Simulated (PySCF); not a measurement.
Gas-phase reaction: SbCl3 + 2 Cl ⇌ SbCl5. Level: ωB97X-V/def2-TZVP†; standard pressure 1 bar.

Method: PySCF energies plus ideal-gas RRHO corrections (1 bar). † marks an energy on the PBE0/def2-TZVP geometry and frequencies. Open shells (unrestricted): Cl (multiplicity 2, electronic degeneracy 6); the rest are closed-shell singlets. Spin-orbit splitting is ignored; it lowers the true energy and changes the entropy of Cl. Sb: scalar-relativistic def2 core potential, no spin-orbit coupling. The harmonic model lacks anharmonicity and excited electronic states, which grow with temperature; levels with a mode under 35 cm⁻¹ are left out. Soft modes under 120 cm⁻¹ make the harmonic entropy rough for SbCl3, SbCl5.

```tsv
T (K)	1000/T (1/K)	log10 K
500	2.0000	20.08
600	1.6667	?
800	1.2500	7.33
1000	1.0000	3.11
1200	0.8333	0.30
1400	0.7143	-1.69
```

Problem. Fit log10 K = a + b·(1000/T) to the five rows, get the mean ΔH° and ΔS°, and predict log10 K at 600 K.

Solution. Means: 1000/T = 1.1595, log10 K = 5.826. Sums of products about the means: Sxy = 17.69851, Sxx = 1.044680, so b = Sxy/Sxx = 16.94 and a = 5.826 − (16.94)×1.1595 = -13.82.
ΔH° = −R ln 10 × 1000 K × b = −19.145 × (16.94) = -324 kJ; ΔS° = R ln 10 × a = -265 J/K. The run's own values go from -326 kJ and -268 J/K at 500 K to -320 kJ and -261 J/K at 1400 K.
Prediction at 600 K: -13.82 + (16.94)×1.6667 = 14.41. The computed value is 14.41, 0.00 from the line.
For scale, ΔH°(298 K) is -327 kJ at this level, -332 kJ at ωB97M-V/def2-TZVP†, and runs from -441 to -125 kJ over the 17 levels computed.
